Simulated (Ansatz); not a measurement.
Consider the formal exchange of groups at the Sn–C bond: `F[CH](F)[SnH2][SH]` + SiH₄ → `[SiH3][SnH2][SH]` + `FCF`.

Calculated with Ansatz (gas phase, PBE0-D4/def2-TZVP geometries, no zero-point term in ΔE). CBS: MP2 limit from def2 TZ/QZ plus the TZ coupled-cluster correction, frozen cores. This one scheme is used for every species. DFT in def2-TZVPP. B3LYP here is the variant with VWN-RPA as its local correlation; programs differ in this. Elements past krypton have def2 core potentials. For Sn outer-core shells are correlated without core-valence functions, which leaves a few kJ/mol of doubt a bond. One conformer a species, not always the lowest.

```csv
level,ΔE (kJ/mol),difference from CCSD(T)/CBS
PBE0-D4,-81.4,-5.3
ωB97X-V,-71.2,4.9
ωB97M-V,-70.2,5.9
B2PLYP,-73.4,2.7
PBE,-74.3,1.8
r2SCAN,-72.9,3.2
PBE0,-81.5,-5.4
B3LYP,-72.2,3.9
HF/def2-TZVPP,-82.7,-6.6
MP2/def2-TZVPP,-76.9,-0.8
SCS-MP2/def2-TZVPP,-73.7,2.4
HF/def2-QZVPP,-82.7,-6.6
MP2/def2-QZVPP,-78.1,-2.0
SCS-MP2/def2-QZVPP,-75.1,1.0
MP2/CBS(def2),-79.0,-2.9
CCSD/CBS(def2),-78.2,-2.1
CCSD(T)/CBS,-76.1,0
```

Largest T1 diagnostic among the species: 0.013.

From PBE to PBE0 (25 % exact exchange), in def2-TZVPP and without D4, ΔE moves by −7.2 kJ/mol. In def2-TZVPP, CCSD(T) changes the Hartree–Fock value by +8.8 kJ/mol (the triples alone add +2.1 kJ/mol) and MP2 by +5.8 kJ/mol.
